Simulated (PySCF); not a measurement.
Delta-SCF ions had no search for a lower state. Excitations are Tamm–Dancoff values on a coarser integration grid. The basis has no diffuse functions, so Rydberg states are missing or too high.

# C$_{10}$H$_{12}$Ge, SMILES `c1cc2c(cc1)=[CH][Ge]([CH]=2)([CH3])[CH3]` (charge 0, multiplicity 1)

Level of theory: PBE-D3(BJ)/def2-TZVP // PBE-D3(BJ)/def2-SVP (PySCF 2.14.0).

| Item | Value |
|---|---|
| HOMO | -4.64 eV |
| dipole moment | 0.58 D |
| HOMO–LUMO gap | 1.64 eV |
| LUMO | -3.00 eV |
| S1 excitation (TDA) | 2.70 eV |
| S1 oscillator strength | 0.073 |
| brightest of the four lowest singlets (TDA) | 4.11 eV |
| T1 excitation (TDA) | 1.19 eV |
| S1–T1 gap (TDA) | 1.51 eV |
| vertical ionisation energy (Delta-SCF) | 6.96 eV |
| adiabatic ionisation energy (no zero-point term) | 6.85 eV |
| hole reorganisation energy (four-point) | 0.229 eV |
| total energy | -2464.5860 Ha |
| cost | roughly 23 core-minutes |

```xyz
23

C     -2.8190     1.2260    -0.9445
Ge    -1.6562    -0.0290     0.0328
C     -2.7426    -1.3187     1.0515
C     -0.2760    -0.8573    -1.0788
C      0.9517    -0.4507    -0.6117
C      2.2342    -0.8475    -1.1710
C      3.4085    -0.3901    -0.6378
C      3.4155     0.5063     0.5046
C      2.2480     0.9224     1.0846
C      0.9590     0.4813     0.5759
C     -0.2627     0.8453     1.0913
H     -2.2044     1.9469    -1.5161
H     -3.4709     0.6719    -1.6481
H     -3.4595     1.7839    -0.2334
H     -2.0855    -2.0225     1.5966
H     -3.3819    -0.7848     1.7818
H     -3.3943    -1.8937     0.3648
H     -0.3685    -1.5360    -1.9399
H      2.2354    -1.5272    -2.0374
H      4.3710    -0.6998    -1.0736
H      4.3831     0.8503     0.9018
H      2.2598     1.6023     1.9508
H     -0.3447     1.5208     1.9560
```
